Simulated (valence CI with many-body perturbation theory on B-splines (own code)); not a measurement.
Ti¹⁶⁺: calculated level list

Calculated by configuration interaction combined with many-body perturbation theory (CI+MBPT): four valence electrons over a frozen Dirac-Fock core [He], radial functions for each j: 11 s, 11 p, 10 d, 8 f, 5 g, 2 h, with the one-electron correlation potential Σ1, the two-electron term Σ2, the three-electron term Σ3, Breit, model QED; selected CI, second order for the rest, scaled by the run's own slope (own B-spline code, finite nucleus).

No measured levels were compared; by estimate levels of excited configurations hold to 0.05 to 0.15 % of their energy, terms of the ground configuration to about 0.5 %. Among the levels kept, up to 850 cm⁻¹ of a level comes from second order outside the variational space, and about a tenth of that is noise between levels of different J, which matters for small intervals.

Levels 136 to 180 of 189, with energies above the lowest level, 2s2.2p2 3P_0. "Leading %" is the weight of the configuration and term that name the level; weights of strongly mixed levels are sums over their largest components and can fall short, so below about 35 % the name and the second component can differ from the true leading terms, or belong to a minority configuration. In the jj column 3d3/2^4 stands for four electrons in 3d with j = 3/2. Lifetimes count E1, E2, E3, M1 and M2 decay at the calculated energies, and are blank where another channel may lead or the interval is too uncertain; long ones can be off by a factor of two.

```
No.  Configuration  Term  J  E (Ry)  Leading %    Second component                   Leading jj  Lifetime
136      2s.2p2.3d    3P  0  55.555         98                      2s 2p1/2 2p3/2 3d3/2 (44 %)    123 fs
137      2s.2p2.3d    3P  1  55.574         95                      2s 2p1/2 2p3/2 3d5/2 (47 %)    125 fs
138      2s.2p2.3d    3P  2  55.593         83   13 % 2s.2p2.3d 1D  2s 2p1/2 2p3/2 3d5/2 (34 %)    127 fs
139      2s.2p2.3d    3S  1  55.698         78   16 % 2s.2p2.3d 1P  2s 2p1/2 2p3/2 3d3/2 (43 %)    179 fs
140      2s.2p2.3d    1D  2  55.749         81   13 % 2s.2p2.3d 3P  2s 2p1/2 2p3/2 3d5/2 (43 %)    125 fs
141      2s.2p2.3p   1D°  2  55.821         90   6 % 2s.2p2.3p 3P°      2s 2p3/2^2 3p3/2 (35 %)   2.75 ps
142      2s.2p2.3d    1P  1  55.825         76   16 % 2s.2p2.3d 3S  2s 2p1/2 2p3/2 3d5/2 (38 %)    279 fs
143         2p3.3s   5S°  2  55.988         96                          2p1/2 2p3/2^2 3s (50 %)   16.8 ps
144      2s.2p2.3d    1S  0  56.112         94                      2s 2p1/2 2p3/2 3d5/2 (36 %)    208 fs
145      2s.2p2.3p   1P°  1  56.149         90                          2s 2p3/2^2 3p3/2 (46 %)   1.56 ps
146      2s.2p2.3d    3F  2  56.257         60   19 % 2s.2p2.3d 3D  2s 2p1/2 2p3/2 3d3/2 (51 %)    241 fs
147      2s.2p2.3d    3D  1  56.297         79   14 % 2s.2p2.3d 1P      2s 2p1/2^2 3d3/2 (37 %)    325 fs
148      2s.2p2.3d    3D  3  56.298         49   42 % 2s.2p2.3d 3F      2s 2p1/2^2 3d5/2 (41 %)    201 fs
149      2s.2p2.3d    3D  2  56.420         72   12 % 2s.2p2.3d 3P      2s 2p1/2^2 3d5/2 (36 %)    377 fs
150      2s.2p2.3d    3D  3  56.726         54   42 % 2s.2p2.3d 3F      2s 2p3/2^2 3d5/2 (60 %)    287 fs
151      2s.2p2.3d    3F  4  56.728         93                          2s 2p3/2^2 3d5/2 (66 %)    526 fs
152         2p3.3s   3S°  1  56.753         72  20 % 2s.2p2.3p 3S°      2p1/2^2 2p3/2 3s (36 %)    574 fs
153      2s.2p2.3d    3D  2  56.844         41   27 % 2s.2p2.3d 3F      2s 2p3/2^2 3d3/2 (68 %)    194 fs
154      2s.2p2.3d    1P  1  56.852         61   28 % 2s.2p2.3d 3D      2s 2p3/2^2 3d3/2 (47 %)    131 fs
155      2s.2p2.3d    3D  3  56.917         85    8 % 2s.2p2.3d 3F      2s 2p3/2^2 3d5/2 (50 %)    518 fs
156      2s.2p2.3d    3D  1  56.956         81   14 % 2s.2p2.3d 1P      2s 2p3/2^2 3d3/2 (47 %)    180 fs
157      2s.2p2.3d    1D  2  56.982         54   39 % 2s.2p2.3d 3D      2s 2p3/2^2 3d5/2 (68 %)    471 fs
158      2s.2p2.3d    3P  2  57.071         73   18 % 2s.2p2.3d 3D      2s 2p3/2^2 3d3/2 (33 %)    107 fs
159      2s.2p2.3d    3P  0  57.160         96                          2s 2p3/2^2 3d3/2 (69 %)   91.6 fs
160      2s.2p2.3d    3P  1  57.162         83   11 % 2s.2p2.3d 1P      2s 2p3/2^2 3d3/2 (36 %)   95.7 fs
161         2p3.3s   3D°  1  57.230         88                          2p1/2 2p3/2^2 3s (55 %)   1.26 ps
162         2p3.3s   3D°  2  57.244         88      5 % 2p3.3s 3P°      2p1/2 2p3/2^2 3s (59 %)   1.29 ps
163      2s.2p2.3d    1F  3  57.287         91                          2s 2p3/2^2 3d3/2 (35 %)   66.1 fs
164         2p3.3p    5P  1  57.307         93                       2p1/2 2p3/2^2 3p1/2 (45 %)    762 fs
165         2p3.3s   3D°  3  57.312         95                          2p1/2 2p3/2^2 3s (95 %)   1.25 ps
166         2p3.3p    5P  2  57.337         90       4 % 2p3.3p 3P   2p1/2 2p3/2^2 3p1/2 (33 %)    801 fs
167         2p3.3p    5P  3  57.419         96                       2p1/2 2p3/2^2 3p3/2 (50 %)    763 fs
168         2p3.3s   1D°  2  57.569         87   5 % 2s.2p2.3p 1D°      2p1/2 2p3/2^2 3s (81 %)    612 fs
169      2s.2p2.3d    1D  2  57.648         85       4 % 2p3.3p 3P      2s 2p3/2^2 3d5/2 (36 %)   75.2 fs
170         2p3.3p    3P  1  57.743         90                       2p1/2^2 2p3/2 3p3/2 (50 %)    468 fs
171         2p3.3p    3P  2  57.789         85       5 % 2p3.3p 5P   2p1/2 2p3/2^2 3p3/2 (45 %)    319 fs
172         2p3.3p    3P  0  57.820         98                       2p1/2 2p3/2^2 3p3/2 (82 %)    479 fs
173         2p3.3p    3D  1  58.324         55      36 % 2p3.3p 1P   2p1/2 2p3/2^2 3p1/2 (46 %)    598 fs
174         2p3.3s   3P°  0  58.375         93                          2p1/2 2p3/2^2 3s (93 %)   1.15 ps
175         2p3.3s   3P°  1  58.419         87      5 % 2p3.3s 1P°      2p1/2 2p3/2^2 3s (78 %)   1.04 ps
176         2p3.3p    3D  2  58.441         65      29 % 2p3.3p 3F   2p1/2 2p3/2^2 3p1/2 (58 %)    788 fs
177         2p3.3p    3D  3  58.519         59      37 % 2p3.3p 3F   2p1/2 2p3/2^2 3p1/2 (67 %)    804 fs
178         2p3.3s   3P°  2  58.554         82      5 % 2p3.3s 1D°            2p3/2^3 3s (74 %)    987 fs
179         2p3.3p    3F  2  58.554         59      33 % 2p3.3p 3D   2p1/2 2p3/2^2 3p3/2 (28 %)    871 fs
180         2p3.3p    1P  1  58.586         58      38 % 2p3.3p 3D   2p1/2 2p3/2^2 3p3/2 (75 %)    531 fs
```

Names give the largest LS component (configuration and term), which can be under half, so a name can repeat, a term be missing and a line seem to break the LS rules; names also repeat where a configuration has a term twice.
